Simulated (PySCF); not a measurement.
Structure problem from calculated spectra and properties.

Formula: C5H9OP.

* Rotational structure: rotational constants A, B, C: 3.177, 1.636, 1.235 GHz [GFN2-xTB]
* UV, strongest line: among the 8 lowest singlet transitions: S3 at 5.18 eV (239 nm, f = 0.169) [TDDFT CAM-B3LYP/def2-SVPD]
* Dipole: 1.64 D [CAM-B3LYP/def2-SVPD]
* Triplet: lowest triplet excitation (Tamm–Dancoff): 2.69 eV [TDA CAM-B3LYP/def2-SVPD]
* 1H NMR: chemical shifts (computed TMS as zero) by class: 9.24 (1 H), 3.40 (2 H), 2.74 (3 H), 2.30 (3 H) ppm [GIAO PBE0/pcSseg-1]
* 13C NMR: chemical shifts (computed TMS as zero) by class: 209.0 (1 C), 206.0 (1 C), 47.8 (1 C), 33.1 (1 C), 20.2 (1 C) ppm [GIAO PBE0/pcSseg-1]
* UV, first state: lowest singlet excitation: 4.37 eV (284 nm, f = 0.011) [TDDFT CAM-B3LYP/def2-SVPD]

The electronic properties come from PySCF, for the isolated species, density fitting. Levels stand in brackets. Geometry: GFN2-xTB, one conformer, isolated molecule. Each NMR value is the plain mean over a class of atoms that symmetry, rotation or inversion makes alike.

Q: Propose a structure and show how it fits.

A: Numbering: `[CH3:1]/[CH:2]=[P:3]\[CH2:4][C:5]([CH3:6])=[O:7]`. 5 carbons fall into 5 classes; from least to most shielded: carbon bonded to C, P and H [C2] (209.0 ppm), ketone carbonyl carbon [C5] (206.0 ppm), sp3 carbon bound to phosphorus [C4] (47.8 ppm), methyl carbon next to a carbonyl [C6] (33.1 ppm), methyl carbon [C1] (20.2 ppm). Hydrogen classes from least to most shielded: 1 H on a carbon bonded to C, P and H, C2 (9.24 ppm), 2 H on an sp3 carbon bound to phosphorus, C4 (3.40 ppm), 3 H on a methyl carbon, C1 (2.74 ppm, a mean of values up to 2.1 ppm apart in this geometry), 3 H on a methyl carbon next to a carbonyl, C6 (2.30 ppm, a mean of values up to 0.8 ppm apart in this geometry). The optimised geometry has point group C1 and is an asymmetric top. Structure: `C/C=P\CC(=O)C`. Computed isomers that give other values at the same levels: `C=C[P@@H](=O)/C=C\C` (13C chemical shifts (computed TMS as zero) by class: 149.7 (1 C), 143.5 (1 C), 139.9 (1 C), 135.7 (1 C), 21.2 (1 C) ppm); `C#CCP(C)(C)=O` (13C chemical shifts (computed TMS as zero) by class: 83.7 (1 C), 78.4 (1 C), 26.5 (1 C), 17.8 (2 C) ppm); `COC1=CCPC1` (13C chemical shifts (computed TMS as zero) by class: 172.5 (1 C), 99.4 (1 C), 58.1 (1 C), 32.2 (1 C), 27.9 (1 C) ppm). The assignments are read from this structure; whether some other isomer fits the data as well wasn't checked.

Shape of the structure used: `[CH3:1]/[CH:2]=[P:3]\[CH2:4][C:5]([CH3:6])=[O:7]`: C2–P3–C4–C5 -82°, P3–C4–C5–C6 -77°.
